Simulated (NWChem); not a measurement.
System: BaF cation; SMILES [F][Ba+]

```xyz
2

Ba     0.0000     0.0000    -0.2287
F      0.0000     0.0000     1.9282
```
Atoms are numbered in this order, from 1.

Geometry: optimised at PBE0/def2-SVP. def2 effective core potentials on Ba; no spin-orbit coupling.

Question: List the 4 lowest vertical singlet excitations from LDA (Slater exchange, VWN5)/def2-SVP with def2 effective core potentials on Ba, TDA (NWChem).

Answer: 
| state | energy (eV) | oscillator strength | leading excitation (squared amplitude) |
|---|---|---|---|
| S1 | 5.52 | 0.006 | HOMO → LUMO (1.00) |
| S2 | 5.61 | 0.003 | HOMO−1 → LUMO (1.00) |
| S3 | 5.61 | 0.003 | HOMO−2 → LUMO (1.00) |
| S4 | 5.90 | 0.000 | HOMO → LUMO+1 (1.00) |
